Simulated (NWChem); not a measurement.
Molecule: C2H3FO2Si; SMILES C=C1O[SiH](F)O1

```xyz
9

C     -0.3583    -2.4653     0.0000
C     -0.0667    -1.1722     0.0000
O      0.1257    -0.3425     1.0875
Si     0.4272     0.9087     0.0000
F     -0.6619     2.0814     0.0000
O      0.1257    -0.3425    -1.0875
H     -0.4779    -2.9890     0.9467
H     -0.4779    -2.9890    -0.9467
H      1.7518     1.5430     0.0000
```
Atoms are numbered in this order, from 1.

Geometry: optimised at PBE0/def2-SVP.

Question: Give the principal values of the shielding tensors (ppm) of C1, C2, O3, Si4, F5 from B3LYP/6-31G* (spherical d), GIAO (NWChem), with their diamagnetic and paramagnetic parts as GIAO splits them.

Answer: 
```json
[
 {"atom": "C1", "σ11": "73.2", "σ22": "145.7", "σ33": "171.7", "isotropic": "130.2", "diamagnetic": "261.1", "paramagnetic": "-130.9"},
 {"atom": "C2", "σ11": "-52.6", "σ22": "77.7", "σ33": "85.1", "isotropic": "36.7", "diamagnetic": "247.6", "paramagnetic": "-210.9"},
 {"atom": "O3", "σ11": "148.3", "σ22": "158.6", "σ33": "180.2", "isotropic": "162.4", "diamagnetic": "389.8", "paramagnetic": "-227.4"},
 {"atom": "Si4", "σ11": "416.5", "σ22": "420.5", "σ33": "453.1", "isotropic": "430.0", "diamagnetic": "880.5", "paramagnetic": "-450.5"},
 {"atom": "F5", "σ11": "211.4", "σ22": "286.1", "σ33": "373.1", "isotropic": "290.2", "diamagnetic": "469.9", "paramagnetic": "-179.7"}
]
```
